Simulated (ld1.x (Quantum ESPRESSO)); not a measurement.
# nitrogen: one change to a PAW potential, before and after

N (Z = 7), PAW, made with ld1.x (Quantum ESPRESSO) 7.5 (LDA (PZ), non-relativistic). Core [He], reference 2s1.5 2p3.5. Waves: 2s (bound): rcut 0.60, rcutus 0.75 bohr; 2s channel at 2.4 Ry: rcut 0.60, rcutus 0.75 bohr; 2p (bound): rcut 2.05, rcutus 2.35 bohr; 2p channel at -0.15 Ry: rcut 2.05, rcutus 2.35 bohr. Local part: all-electron potential smoothed inside 0.55 bohr (lloc = -1). Core correction: Bessel-smoothed model core inside 0.45 bohr. Augmentation charge: PSQ, inside the norm-conserving radii.

Change: functional PBE.

Cutoffs: the cutoffs (Ry, on a coarse ladder) from which the occupation-weighted sum of valence levels, in a spherical-Bessel basis at the reference potential, stays within 10 and 1 mRy of its value at 400 Ry; they do not see the model core or the augmentation charge, which bear on the density cutoff. Errors are all-electron minus pseudo energies relative to the spin-unpolarised reference configuration.

Problem. How do hardness, ghosts and transferability respond?

Solution. The potential gets neither clearly harder nor softer (50 Ry and 80 Ry → 50 Ry and 80 Ry); the number of tests that count goes from 9 to 6; of the 6 tests that both files solve, the error grows in 4 and shrinks in 1 by more than 15 % and 0.3 meV (median size 58.3 → 87.9 meV); neither file shows a bound ghost at the reference potential, the only one tested.

| quantity | base | changed |
| --- | --- | --- |
| cutoff, loose | 50 Ry | 50 Ry |
| cutoff, tight | 80 Ry | 80 Ry |
| bound ghosts | none | none |
| tests counted (converged, no solver errors) | 9 of 9 | 6 of 7 |
| error for 2s2 2p3, meV [ΔE -5.58 → -5.74 eV] | -38 | -2.2 |
| error for 2s2 2p2, meV [ΔE 8.16 → 7.86 eV] | -133 | -164 |
| error for 2s2 2p1, meV [ΔE 37.13 → 36.72 eV] | -263 | -298 |
| error for 2s2 2p2.5, meV [ΔE -0.41 → -0.64 eV] | -79 | -119 |
| error for 2s2 2p3.3, meV [ΔE -7.25 → -7.36 eV] | -5.9 | +22 |
| error for 2s1 2p4, meV [ΔE 5.59 → 5.74 eV] | +26 | +57 |
| s: phases at 2.55 bohr within 0.05 rad from the reference energy up to (Ry; the scan ends near 5) | to the end of the scan | to the end of the scan |
| p: phases at 2.55 bohr within 0.05 rad from the reference energy up to (Ry; the scan ends near 5) | 0.4 | 0.5 |
| lowest overlap eigenvalue by channel | s 0.64, p 1.00 | s 0.64, p 1.00 |

Base: ld1.x printed “convergence not achieved” for 1 of the counted tests; its residual had stalled under 1e-8, short of the target of 1e-14. Changed file: Tests not counted: 2s1 2p3 (pseudo-atom not self-consistent, printed error +1.3 meV).
